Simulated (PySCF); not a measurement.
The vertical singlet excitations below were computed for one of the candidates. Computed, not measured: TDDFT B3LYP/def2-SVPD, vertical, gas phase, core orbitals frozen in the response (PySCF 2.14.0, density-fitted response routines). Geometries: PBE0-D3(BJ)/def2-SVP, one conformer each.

```
state  E (eV)      f  main configurations (H = HOMO, L = LUMO)
   S1    4.34  0.013                    H→L (88%), H-1→L (11%)
   S2    5.14  0.051        H-1→L (73%), H→L+1 (15%), H→L (8%)
   S3    5.95  0.019                  H-2→L (67%), H→L+1 (18%)
   S4    6.19  0.084   H-2→L (28%), H→L+1 (27%), H-1→L+1 (21%)
   S5    6.33  0.010                  H→L+3 (52%), H→L+2 (34%)
   S6    6.35  0.016                  H→L+2 (63%), H→L+3 (25%)
```

Question: Which candidate is it? All have the formula C8H7N.
A. `C#CC1=C(N=C)C=CC1`
B. `N#CC1=C[C@@H]2C=C[C@H]1C2`
C. `CC1=CC=CC=C1C#N`
D. `Cc1cccc(C#N)c1`

Answer: B. Its S1 lies at 4.34 eV; the nearest of the others has S1 at 4.92 eV. S1 is HOMO→LUMO (88%), HOMO-1→LUMO (11%). Löwdin shares by element: HOMO carbon 75% or more (atoms not listed hold the other 25%); LUMO carbon 55% or more, nitrogen 12% (atoms not listed hold the other 33%). At the same level the other candidates give, for their lowest levels:
- `Cc1cccc(C#N)c1`: 4.94 eV (f 0.017); 5.46 eV (f 0.168); 6.25 eV (f 0.000); 6.34 eV (f 0.471); 6.53 eV (f 0.461); T1 3.71 eV; HOMO -7.42, LUMO -1.78 eV
- `C#CC1=C(N=C)C=CC1`: 3.50 eV (f 0.090); 4.39 eV (f 0.026); 4.48 eV (f 0.098); 4.95 eV (f 0.016); 5.26 eV (f 0.001); HOMO -5.83, LUMO -1.82 eV
- `Cc1ccccc1C#N`: 4.92 eV (f 0.026); 5.44 eV (f 0.162); 6.24 eV (f 0.000); 6.36 eV (f 0.423); 6.55 eV (f 0.454); T1 3.70 eV; HOMO -7.40, LUMO -1.77 eV
Triplets come from the Tamm–Dancoff approximation.
